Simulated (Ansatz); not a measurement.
Start from `OB([SiH3])CI` and change one atom or group to get `OB([SiH3])N[SiH3]`.

Ansatz, PBE0-D4/def2-TZVP geometries, multiplicity 1. Each molecule was computed in one conformer, which needn't be the lowest.

Elements past krypton have def2 core potentials.  Spin–orbit coupling is left out; it splits and shifts lone-pair levels of the heavy atoms by tenths of an eV.

| property | `OB([SiH3])CI` |
| --- | --- |
| HOMO energy (PBE/def2-TZVPP) / eV | -6.33 |
| HOMO–LUMO gap (PBE/def2-TZVPP) / eV | 3.94 |
| HOMO–LUMO gap (ωB97M-V/def2-TZVPP) / eV | 10.02 |
| LUMO energy (B3LYP/def2-TZVPP) / eV | -1.71 |
| LUMO energy (PBE0/def2-TZVPP) / eV | -1.49 |
| HOMO–LUMO gap (PBE0/def2-TZVPP) / eV | 5.97 |

(1) Give the same properties after the change, and the shifts. (Best estimate.)

Results:

(1) The calculation gave: 
```tsv
property	`OB([SiH3])N[SiH3]`	shift
HOMO energy (PBE/def2-TZVPP) / eV	-6.69	-0.36
HOMO–LUMO gap (PBE/def2-TZVPP) / eV	5.55	1.61
HOMO–LUMO gap (ωB97M-V/def2-TZVPP) / eV	11.85	1.83
LUMO energy (B3LYP/def2-TZVPP) / eV	-0.43	1.28
LUMO energy (PBE0/def2-TZVPP) / eV	-0.25	1.24
HOMO–LUMO gap (PBE0/def2-TZVPP) / eV	7.77	1.80
```

With PBE0 the HOMO falls by 0.56 eV and the LUMO rises by 1.24 eV, so the gap widens by about 1.80 eV. PBE moves the HOMO by -0.36 eV and ωB97M-V by -0.61 eV.

B3LYP here is the variant with VWN-RPA as its local correlation; programs differ in this.
